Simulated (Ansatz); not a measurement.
Start from `[GaH2][Br]` and change one atom or group to get `[F][GaH][Br]`.

Ansatz, PBE0-D4/def2-TZVP geometries, multiplicity 1. 

Scalar relativity is left out up to krypton.

| property | `[GaH2][Br]` |
| --- | --- |
| HOMO energy (ωB97M-V/def2-TZVPP) / eV | -10.25 |
| HOMO–LUMO gap (PBE/def2-TZVPP) / eV | 4.13 |
| HOMO–LUMO gap (B3LYP/def2-TZVPP) / eV | 5.64 |
| ideal-gas entropy at 298 K and 1 bar (rigid rotor, harmonic PBE0-D4/def2-TZVP) / J/(mol·K) | 276 |
| size of the dipole moment (B3LYP/def2-TZVPP) / D | 1.81 |
| zero-point energy (PBE0-D4/def2-TZVP) / kJ/mol | 36.8 |

Task: Give the same properties after the change, and the shifts. (An estimate is asked.)

Result: The calculation gave: 
| property | `[F][GaH][Br]` | shift |
| --- | --- | --- |
| HOMO energy (ωB97M-V/def2-TZVPP) / eV | -11.00 | -0.75 |
| HOMO–LUMO gap (PBE/def2-TZVPP) / eV | 5.07 | 0.94 |
| HOMO–LUMO gap (B3LYP/def2-TZVPP) / eV | 6.60 | 0.96 |
| ideal-gas entropy at 298 K and 1 bar (rigid rotor, harmonic PBE0-D4/def2-TZVP) / J/(mol·K) | 306 | 30 |
| size of the dipole moment (B3LYP/def2-TZVPP) / D | 2.00 | 0.19 |
| zero-point energy (PBE0-D4/def2-TZVP) / kJ/mol | 25.5 | -11.3 |

With PBE0 the HOMO falls by 0.71 eV and the LUMO rises by 0.29 eV, so the gap widens by about 1.00 eV. PBE moves the HOMO by -0.65 eV and ωB97M-V by -0.75 eV. Dipoles are sizes alone; their direction can turn.

B3LYP here is the variant with VWN-RPA as its local correlation; programs differ in this.

Spin–orbit coupling is left out; it splits and shifts lone-pair levels of the heavy atoms by tenths of an eV.
